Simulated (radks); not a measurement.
Task: The mean radii <r> (bohr) of the occupied orbitals of an atom or ion are listed with their occupations. Method: non-relativistic Kohn-Sham, exchange-only PBE, spin-polarised, spherical densities, point nucleus; computed with a radial shooting solver on a logarithmic mesh with Libxc functionals.

orbital  occ.     <r>
1s up       1  0.2152

Name the element and its charge. Open shells, if any, are filled with parallel spins first.

Result: Z = 7, nitrogen, charge +6: N6+ in 1s1. The 1s radius gives Z: for a bare nucleus <r> = 1.5/Z, 0.2143 bohr for Z = 7, and the self-interaction of the functional makes it slightly larger (0.2152 here). The occupations add up to 1, and the charge is Z minus that.
